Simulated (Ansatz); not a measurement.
CH6GeO3 can be A, `OC(O)[O][GeH3]`, or B, `[CH3][Ge]([OH])([OH])[OH]`.

Computed with Ansatz on PBE0-D4/def2-TZVP structures; ΔE is electronic, products minus reactants. CCSD(T)/CBS is the MP2 limit (def2-TZVPP, def2-QZVPP) plus CCSD(T) − MP2 in def2-TZVPP, frozen cores. Functionals use def2-TZVPP. B3LYP here is the variant with VWN-RPA as its local correlation; programs differ in this. For Ge outer-core shells are correlated without core-valence functions, which leaves a few kJ/mol of doubt a bond. Scalar relativity is left out up to krypton. Each species was taken in one conformer, which may not be the lowest.

Problem. Which isomer does CCSD(T)/CBS put lower? Give the gap. (Best estimate.)

Solution. Ansatz gave: B, by 64.3 kcal/mol.

Problem. Give E(B) − E(A) in kcal/mol with PBE0-D4, CCSD(T)/def2-TZVPP, CCSD/def2-TZVPP, B2PLYP, r2SCAN-D4, B3LYP-D4, ωB97M-V. (Best estimate.)

Solution. Ansatz gave: PBE0-D4 -58.5, CCSD(T)/def2-TZVPP -62.7, CCSD/def2-TZVPP -62.7, B2PLYP -62.6, r2SCAN-D4 -60.4, B3LYP-D4 -59.8, ωB97M-V -60.0. None reverses the order clearly.

Largest T1 diagnostic: 0.012.

In def2-TZVPP, CCSD(T) changes the Hartree–Fock value by −3.5 kcal/mol (the triples alone add −0.0 kcal/mol) and MP2 by −8.2 kcal/mol. From PBE to PBE0 (25 % exact exchange), in def2-TZVPP and without D4, E(B) − E(A) moves by −0.9 kcal/mol.
